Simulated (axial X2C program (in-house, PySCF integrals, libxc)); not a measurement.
Spectroscopic constants of MnN⁺

All values were computed with an in-house all-electron X2C program for linear molecules (integrals from PySCF). Spin-free means the one-electron spin-free X2C Hamiltonian; two-component (2c) means X2C with spin–orbit coupling and atomic mean-field two-electron Coulomb and Gaunt terms, so the difference of the two also holds small scalar two-electron terms. Basis: Mn dyall-cv3z [9s10p6d3f2g], N dyall-av3z [7s7p3d2f] (cores contracted in-house); Gaussian nuclei, density fitting, unrestricted open shells. Masses: Mn 54.938 u, N 14.003 u.

The run was started with this input:
```json
{
 "zs": [
  25,
  7
 ],
 "q": 1,
 "bas": [
  "dyall-cv3z",
  "dyall-av3z"
 ],
 "levels": [
  "PBE0",
  "HF",
  "PBE50"
 ],
 "cc": true,
 "r0": 1.65,
 "thr": -2.0,
 "nmax": 90,
 "npts": 10,
 "nst": 2,
 "ntry": 6
}
```
```bash
python so2c.py task.json out
```

Keys: zs atomic numbers; q charge; bas basis sets; levels methods; cc coupled cluster on or off; r0 starting distance in Å; thr threshold in hartree for freezing inner shells (an s shell follows its p shell); nmax most natural virtual spinors; npts points on the curve; nst determinants followed; ntry starts of the search. HF also brings MP2.

State, spin-free: M_S = 3/2, Λ = 0 (beyond evenly filled blocks: σα, δ+α, δ-α); electrons by block: σα: 9, σβ: 8, π+α: 3, π+β: 3, π-α: 3, π-β: 3, δ+α: 1, δ-α: 1. Fragments: Mn+ + N.

State, 2c: Ω = 3/2 (⟨Sz⟩ = 1.50, ⟨Lz⟩ = 0.00 at PBE0); electrons by block: 1/2: 12, -1/2: 11, 3/2: 3, -3/2: 4, 5/2: 1. Fragments: Mn+ + N.

| Hamiltonian | level | Re (Å) | ωe (cm⁻¹) | De (eV) | k (mdyn/Å) | μ (D) |
| --- | --- | --- | --- | --- | --- | --- |
| spin-free | CCSD(T) | 1.859 | 403.7 | 0.866 | 1.07 | n/a |
| 2c | PBE0 | 1.772 | 513.1 | 1.63 | 1.73 | -3.73 |
| 2c | PBE50 | 1.893 | 456.1 | 1.01 | 1.37 | -4.01 |

Spin-free values that have a 2c row agree with it to the digits that matter (0.001 Å, 0.01 eV) and are not repeated.

Correlated methods: 11 electrons correlated (number of frozen shells: Mn 3 s, 2 p; N 1 s), 263 virtual spin orbitals or spinors in MP2, 89 natural virtuals in coupled cluster.

Dipoles are positive if N is the positive end and refer to the centre of mass.

The state is one determinant whose occupation by symmetry is held fixed; it was picked as the lowest of a PBE0 search that is not exhaustive. De is counted from the lowest determinant-based energies of the atoms at the same level, without counterpoise correction. Density functionals use the spin component along the axis (collinear). CCSD and (T) use frozen natural virtuals with an MP2 correction for the truncation; (T) itself is uncorrected, so its De runs slightly low. With several unpaired electrons one determinant need not be a pure state. This is the top spin component of a Σ state; components of lower Ω are not single determinants and can lie lower. The determinant is spin-polarised beyond a pure state at some levels (its spin-free form has ⟨S²⟩ too high), which makes Re and μ there less reliable. The T1 diagnostic is large, a sign of multireference character.

No reliable constants came from CCSD (2c), CCSD (spin-free), CCSD(T) (2c), HF (2c), HF (spin-free), MP2 (2c), MP2 (spin-free): no minimum in range, unconverged points, a curve that is not smooth, a change of character along it, or the two Hamiltonians disagreeing along it.

Rough cost a point (2c) on 1 thread(s) of a shared host, integrals apart: PBE0 0.7 s, PBE50 0.7 s.

The whole task took 2.3 min on 1 thread of Arm Neoverse V2, on a shared host.
